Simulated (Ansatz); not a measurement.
A basis-limit estimate, worked out

An elementary step of Si$_{2}$H$_{6}$F$_{2}$, singlet (SiH₂F₂ ([F][SiH2][F]) + SiH₄ → Si₂H₄F₂ ([F][SiH]([F])[SiH3]) + H₂; bonds formed: Si1–Si7, H2–H6; bonds broken: Si1–H2, H6–Si7). “Start” is the structure reached by relaxing down from the saddle towards the reactants; PBE0-D4/def2-TZVP structures. The saddle:

```json
{"atom": "Si1", "x (Å)": "-1.1528", "y (Å)": "0.5143", "z (Å)": "-0.1584"}
{"atom": "H2", "x (Å)": "-0.2934", "y (Å)": "-1.0890", "z (Å)": "-0.0231"}
{"atom": "F3", "x (Å)": "-1.9363", "y (Å)": "0.1893", "z (Å)": "-1.5067"}
{"atom": "F4", "x (Å)": "-0.8382", "y (Å)": "2.0794", "z (Å)": "-0.2317"}
{"atom": "H5", "x (Å)": "-2.0651", "y (Å)": "0.3182", "z (Å)": "0.9927"}
{"atom": "H6", "x (Å)": "0.4811", "y (Å)": "-1.6918", "z (Å)": "0.2565"}
{"atom": "Si7", "x (Å)": "1.2693", "y (Å)": "-0.2172", "z (Å)": "0.1446"}
{"atom": "H8", "x (Å)": "0.6817", "y (Å)": "-0.0668", "z (Å)": "1.5138"}
{"atom": "H9", "x (Å)": "1.2682", "y (Å)": "-0.5321", "z (Å)": "-1.3086"}
{"atom": "H10", "x (Å)": "2.5855", "y (Å)": "0.4958", "z (Å)": "0.3210"}
```

Program: Ansatz 0.2.0. Basis: def2-TZVPP and def2-QZVPP. Cores are frozen in the correlated methods.

Energies in eV:

| quantity | saddle | start |
| --- | --- | --- |
| Hartree–Fock, triple zeta (X = 3) | -21233.16062 | -21237.72442 |
| Hartree–Fock, quadruple zeta (X = 4) | -21233.94184 | -21238.51210 |
| MP2 correlation, X = 3 | -22.04081 | -20.93454 |
| MP2 correlation, X = 4 | -23.96203 | -22.80500 |
| CCSD(T) correlation, X = 3 | -23.81798 | -22.70972 |

(1) Work out the barrier at the basis limit: extrapolate Hartree–Fock as E(X) = E∞ + A exp(−7.88 √X) and the MP2 correlation as E(X) = E∞ + B X^−2.97 (the exponents that Neese and Valeev fitted for def2-TZVPP and QZVPP), then add CCSD(T) − MP2 in triple zeta.

No T1 diagnostic of these runs exceeds 0.014.

## Answers

(1) Each step is linear, so take the differences first (saddle − start): Hartree–Fock 4.56380 (X = 3) and 4.57026 (X = 4); MP2 correlation -1.10627 and -1.15703; CCSD(T) correlation -1.10826.
Two points give E∞ = E(4) + w [E(4) − E(3)], with w = 1/(exp(7.88 (2 − √3)) − 1) = 0.1377 for Hartree–Fock and w = 1/((4/3)^2.97 − 1) = 0.7407 for the correlation.
Hartree–Fock: 4.57026 + 0.1377 × 0.00646 = 4.5711 eV.
MP2 correlation: -1.15703 + 0.7407 × (-0.05076) = -1.1946 eV.
CCSD(T) − MP2: -1.10826 − (-1.10627) = -0.0020 eV.
Sum: 4.5711 + (-1.1946) + (-0.0020) = 3.3745 eV, or 77.82 kcal/mol. Plain CCSD(T) in triple zeta gives 3.4555 eV, so the larger basis shifts the result by -0.0810 eV.

Labels in which every atom is bracketed show which atoms are joined, not bond orders.

For scale, one of the runs: CCSD(T)/def2-TZVPP, 230 basis functions, launched by `ansatz run in.yaml --threads 4 --pin off --events-out ev --progress --plain --max-ram 9574MiB`. The run took 83 s on 4 CPU threads of an Arm Neoverse V2 (shared host), with 3.8 GiB of host memory at its peak.
